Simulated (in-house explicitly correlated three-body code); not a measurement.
Computed with an exponentially correlated three-body code. Model: two electrons around a point charge, non-relativistic, variational in 260 exponentially correlated functions (energies converged to about 1e-7 hartree, or 1e-8 relative for large Z).

Command:
```bash
python run_hyl.py task.json out
```
Settings (lengths in bohr, energies in hartree):
```
Z                      3
screening              0.006
interaction_strength   1
functions              260
states_tried           13
```

Time taken, with all properties: 48 s on 1 thread of Intel(R) Xeon(R) Platinum 8375C CPU @ 2.90GHz (Ice Lake), with other jobs on the host.

**Those bound S and P states to n = 4 that converged, binding against the one-electron ion.**

Given: nuclear charge 3; Yukawa screening of all interactions 0.006 1/bohr.

Computed: one-electron threshold -4.48202696 hartree.

```
term  energy (hartree)  binding (eV)
1 1S       -7.24995968        75.319
2 3S       -5.08084207        16.295
2 1S       -5.01100245        14.394
2 3P       -4.99782467        14.036
2 1P       -4.96346821        13.101
3 3S                 ?             ?
3 1S        -4.7040106        6.0405
3 3P       -4.70069935        5.9504
3 1P       -4.69045747        5.6717
4 3S       -4.60754822        3.4156
4 1S       -4.60021618        3.2161
4 3P                 ?             ?
4 1P       -4.59458465        3.0629
```

Question: What belongs in the row 3 3S?

Answer: energy (hartree): -4.72231497; binding (eV): 6.5386.

Question: What belongs in the row 4 3P?

Answer: energy (hartree): -4.59888278; binding (eV): 3.1798.

**Converged states only, values per electron or pair (inverse distances are <exp(-kr)/r>).**

```csv
term,mean r (bohr),mean r squared (bohr²),mean inverse r (1/bohr),mean r12 (bohr),mean inverse r12 (1/bohr),mean cosine,mean p1 dot p2 (bohr⁻²),delta r1 (bohr⁻³),delta r12 (bohr⁻³)
1 1S,0.57278,0.44628,2.6819,0.86232,1.5617,-0.043632,0.28897,6.8519,0.53376
2 3S,?,?,?,?,?,?,?,?,-
2 1S,1.6443,4.6959,1.7536,2.8447,0.47014,-0.014634,0.0217,4.5188,0.064277
2 3P,1.4185,3.4661,1.7547,2.4285,0.50289,-0.054608,-0.30507,4.235,-
2 1P,1.5221,4.0425,1.7406,2.5927,0.48678,0.01037,0.25112,4.3065,0.0098363
3 3S,3.236,20.418,1.6136,6.0017,0.20755,-0.0037548,0.0048206,4.3688,-
3 1S,3.463,23.619,1.608,6.4513,0.2105,-0.00455,0.0063261,4.3599,0.018757
3 3P,3.2546,21.002,1.6082,6.0433,0.21828,-0.014603,-0.078468,4.2806,-
3 1P,3.4075,23.129,1.6042,6.3379,0.21458,0.0029454,0.073697,4.2995,0.0033345
4 3S,5.7322,67.784,1.56,10.98,0.11581,-0.0015539,0.0019503,4.326,-
4 1S,6.0381,75.552,1.5577,11.59,0.11681,-0.0019312,0.0026346,4.3229,0.0078045
4 3P,?,?,?,?,?,?,?,?,-
4 1P,6.0489,76.438,1.5561,11.611,0.11839,0.0012116,0.03084,4.298,0.0014652
```

Question: What belongs in the row 2 3S?

Answer: mean r (bohr): 1.494; mean r squared (bohr²): 3.7741; mean inverse r (1/bohr): 1.7746; mean r12 (bohr): 2.5616; mean inverse r12 (1/bohr): 0.45607; mean cosine: -0.012643; mean p1 dot p2 (bohr⁻²): 0.017564; delta r1 (bohr⁻³): 4.5637.

Question: What belongs in the row 4 3P?

Answer: mean r (bohr): 5.845; mean r squared (bohr²): 71.224; mean inverse r (1/bohr): 1.5578; mean r12 (bohr): 11.208; mean inverse r12 (1/bohr): 0.11981; mean cosine: -0.0059065; mean p1 dot p2 (bohr⁻²): -0.03129; delta r1 (bohr⁻³): 4.2905.

**Electric-dipole lines between converged S and P states, rate of the upper state's decay.**

```
s state  p state  p minus s (eV)  oscillator strength from s  rate (1/s)
   1 1S     2 1P          62.219                     0.45654  2.5563e+10
   1 1S     3 1P          69.648                     0.11054  7.7554e+09
   1 1S     4 1P          72.256                    0.043528  3.2871e+09
   2 1S     2 1P               ?                           ?           ?
   2 1S     3 1P          8.7225                     0.25682  2.8262e+08
   2 1S     4 1P          11.331                    0.072582   1.348e+08
   3 1S     2 1P         -7.0602                   -0.094652  2.0473e+08
   3 1S     3 1P          0.3688                     0.36293      714000
   3 1S     4 1P               ?                           ?           ?
   4 1S     2 1P         -9.8846                   -0.018721  7.9372e+07
   4 1S     3 1P         -2.4556                    -0.20517  5.3683e+07
   4 1S     4 1P         0.15324                     0.50245      170660
   2 3S     2 3P           2.259                     0.30802  2.2735e+07
   2 3S     3 3P          10.344                     0.18688  2.8923e+08
   2 3S     4 3P          13.115                    0.057382  1.4275e+08
   3 3S     2 3P          -7.497                    -0.11708  2.8553e+08
   3 3S     3 3P         0.58819                     0.51318   2.568e+06
   3 3S     4 3P          3.3588                      0.1863  3.0399e+07
   4 3S     2 3P          -10.62                   -0.021445  1.0495e+08
   4 3S     3 3P         -2.5348                    -0.25485  7.1051e+07
   4 3S     4 3P          0.2358                     0.70463      566670
```

Question: What belongs in the row 2 1S 2 1P?

Answer: p minus s (eV): 1.2935; oscillator strength from s: 0.21266; rate (1/s): 5.1462e+06.

Question: What belongs in the row 3 1S 4 1P?

Answer: p minus s (eV): 2.9776; oscillator strength from s: 0.26434; rate (1/s): 3.3899e+07.

**Static dipole response.**

```json
{"state": "1 1S", "polarisability (bohr³)": "0.19246"}
{"state": "2 3S", "polarisability (bohr³)": "46.885"}
```
